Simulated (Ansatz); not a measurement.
Geometry optimisation, Ansatz, RKS PBE0/def2-SVP.

The input (input.yaml):

```yaml
crystal:
  periodic: [false, false, false]
  atoms:
    - { symbol: Si, position_ang: [0.0, 0.0, 0.0] }
    - { symbol: H, position_ang: [0.0, 0.0, 1.81] }
    - { symbol: O, position_ang: [1.5842, 0.0, -0.5594] }
    - { symbol: H, position_ang: [1.9006, -0.9521, -0.6761] }
    - { symbol: O, position_ang: [-0.7913, 1.3709, -0.5594] }
    - { symbol: H, position_ang: [-1.7491, 1.1401, -0.7818] }
    - { symbol: O, position_ang: [-0.7913, -1.3709, -0.5594] }
    - { symbol: H, position_ang: [-1.2459, -1.8365, 0.2129] }
    - { symbol: O, position_ang: [1.0384, 1.566, 0.6243] }
    - { symbol: H, position_ang: [1.8153, 1.2522, 1.1883] }
    - { symbol: H, position_ang: [0.5308, 0.8005, 1.7351] }
basis:
  gaussian: { orbitals: def2-SVP }
hamiltonian:
  xc: pbe0
relax:
  f_tol: 0.15
  max_steps: 25
  restrain:
    - { distance: [0, 8], at: 1.68, k: 30.0 }
    - { distance: [10, 1], at: 0.66, k: 30.0 }
    - { distance: [0, 1], at: 2.66, k: 30.0 }
    - { distance: [10, 8], at: 2.21, k: 30.0 }
```

Run as:

```bash
$ ansatz run input.yaml --threads 2 --pin off --max-ram 3072MiB --backend cpu --events-out ev --progress --plain --runs-dir out
```

Problem. Where does it end, and by what steps?

Solution. It converged. The restraints hold the end off the free minimum. After 19 steps the energy has fallen by 5.014 eV (the restraints' own energy left out); H11 moved furthest, 1.23 Å. Joined: H2–H11 (0.96 → 0.72 Å).

```csv
step,energy less start (eV),largest force component (eV/Å),accepted
0,0.0000,6.596,yes
1,-0.2555,4.602,yes
2,-0.9953,3.973,yes
3,-2.6264,2.643,yes
4,-3.5785,1.831,yes
5,-4.1231,1.022,yes
6,-4.4834,0.933,yes
7,-4.7421,1.333,yes
8,-4.8263,1.423,yes
9,-4.8679,1.459,yes
10,-4.8830,1.746,yes
11,-4.9253,1.374,yes
12,-4.9521,1.111,no
13,-4.9399,1.303,yes
14,-4.9618,1.010,yes
15,-4.9769,1.306,yes
16,-5.0012,1.505,yes
17,-5.0245,1.015,no
18,-5.0192,1.284,yes
19,-5.0139,1.702,yes
```

```xyz
11
Properties=species:S:1:pos:R:3
Si 0.388 0.221 -0.160
H -1.135 0.417 2.024
O 1.307 0.096 -1.529
H 1.638 -0.795 -1.695
O -0.908 1.197 -0.445
H -1.431 0.982 -1.223
O -0.026 -1.336 0.205
H -0.451 -1.473 1.057
O 1.261 0.942 1.065
H 2.150 1.199 0.795
H -0.500 0.519 2.341
```

Run time: 54 s on 2 threads of Arm Neoverse V1, on a shared host, peak memory 0.22 GiB.
